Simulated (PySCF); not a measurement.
SMILES CCO[Si](N)(O)O, GFN2-xTB optimised geometry.

```
16

C      1.84    -0.80     0.23
C      0.40    -1.27     0.03
O     -0.46    -0.17     0.00
Si    -2.08    -0.17     0.00
N     -2.67    -1.03     1.38
O     -2.51     1.39     0.00
O     -2.73    -0.84    -1.34
H      2.51    -1.65     0.25
H      2.12    -0.14    -0.59
H      1.92    -0.24     1.16
H      0.32    -1.83    -0.91
H      0.11    -1.94     0.85
H     -3.67    -1.09     1.48
H     -2.27    -0.77     2.27
H     -2.23     1.94    -0.73
H     -2.73    -1.79    -1.43
```

Density from PySCF with PBE0/def2-TZVP at that geometry.

Minimum of the electron density along straight lines between bonded atoms, close to the bond critical point (lines longer than 1.1 times the sum of covalent radii, or with two minima, are not listed):

| bond | length / Å | ρ at the minimum / e bohr⁻³ | ∇²ρ there / e bohr⁻⁵ | position (fraction from the first atom) |
|---|---|---|---|---|
| C1–C2 | 1.522 | 0.253 | -0.65 | 0.49 |
| C2–O3 | 1.402 | 0.260 | -0.48 | 0.35 |
| O3–Si4 | 1.626 | 0.144 | 0.90 | 0.59 |
| Si4–N5 | 1.728 | 0.135 | 0.52 | 0.40 |
| Si4–O6 | 1.620 | 0.149 | 0.92 | 0.41 |
| Si4–O7 | 1.634 | 0.143 | 0.87 | 0.41 |
| C1–H8 | 1.087 | 0.279 | -0.96 | 0.64 |
| C1–H9 | 1.087 | 0.280 | -0.96 | 0.64 |
| C1–H10 | 1.087 | 0.280 | -0.96 | 0.64 |
| C2–H11 | 1.098 | 0.282 | -0.99 | 0.64 |
| C2–H12 | 1.096 | 0.284 | -1.00 | 0.65 |
| N5–H13 | 1.008 | 0.337 | -1.66 | 0.74 |
| N5–H14 | 1.008 | 0.337 | -1.66 | 0.74 |
| O6–H15 | 0.953 | 0.362 | -2.51 | 0.81 |
| O7–H16 | 0.952 | 0.364 | -2.52 | 0.81 |
